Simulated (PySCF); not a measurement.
CH8BNO2Si, SMILES C[SiH2]NB(O)O. Coordinates come from a PBE-D3(BJ)/def2-SVP optimisation. The structure was generated by enumeration, and PubChem lists no compound with its InChIKey, so it may never have been made. One conformer was computed; it need not be the lowest.

Computed equilibrium geometry at PBE-D3(BJ)/def2-SVP (PySCF confirms it by a frequency run) as Cartesian coordinates in Å (one conformer of several):
```xyz
14

Si    -1.1773     0.8983     0.2267
C     -2.4936    -0.4475     0.1844
N      0.4093     0.3133     0.7074
B      1.3518    -0.3530    -0.1717
O      2.4708    -1.0174     0.2846
O      1.1686    -0.3750    -1.5376
H     -1.5796     2.0046     1.1642
H     -1.0303     1.4665    -1.1677
H     -2.6425    -0.8922     1.1893
H     -2.1858    -1.2584    -0.5069
H     -3.4671    -0.0448    -0.1636
H      0.6343     0.3656     1.7039
H      2.5135    -1.0533     1.2534
H      0.4622     0.2323    -1.8214
```
